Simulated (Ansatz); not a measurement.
A nudged elastic band was laid between two geometries of AlFHNaSe (5 atoms, charge 0, multiplicity 1).

All numbers below come from RKS PBE-D4/def2-SVP (Ansatz 0.2.0).

```yaml
movable_images: 7
climbing_image: yes
spring: 5.0 eV/Å²
optimiser: quadratic models (default)
start_path: through a guess of the saddle point
force_threshold: 0.05 eV/Å
iteration_limit: 60
end_points: relaxed
```

Initial state:

```xyz
5
Properties=species:S:1:pos:R:3
F -1.381 -1.054 0.559
Al 0.176 -0.491 0.159
Na 2.627 -2.004 0.414
Se 0.027 1.754 -0.650
H -1.450 1.794 -0.482
```

Final state:

```xyz
5
Properties=species:S:1:pos:R:3
F -1.523 -1.525 0.750
Al -0.216 -0.563 0.234
Na 2.532 -1.478 0.232
Se -1.085 1.558 -0.441
H 0.291 2.007 -0.776
```

Task: Which bonds break or form, and what moves?

Result: No bond is made or broken. The dihedral Na3–Al2–Se4–H5 goes from -180 to 0°.

Task: Give the energies along the band, and the barrier.

Result: The forces met the threshold. The highest image is number 4 of 0 to 8, 21.4 kJ/mol above the ends, which have the same energy within 2 meV. A vibrational analysis at the climbing image gives one clearly imaginary mode, 238i cm⁻¹: a first-order saddle point.

```tsv
image	path coordinate (Å)	energy (kJ/mol)	dihedral Na3–Al2–Se4–H5 (°)
0	0.00	0.0	-180
1	0.45	2.4	-158
2	0.90	8.8	-134
3	1.34	17.3	-111
4	1.79	21.4	-91
5	2.18	18.2	-73
6	2.56	10.5	-53
7	2.95	3.0	-29
8	3.33	0.1	0
```

Task: What is the geometry of the highest image?

Result: 
```xyz
5
Properties=species:S:1:pos:R:3
F -1.543 -1.395 0.489
Al -0.092 -0.636 0.030
Na 2.613 -1.469 0.584
Se -0.477 1.414 -1.216
H -0.500 2.086 0.113
```

Task: What are the harmonic wavenumbers there?

Result: 238i, 32, 118, 153, 206, 344, 435, 782, 2331 cm⁻¹.

The run took 68 s on 1 CPU thread of a shared host.
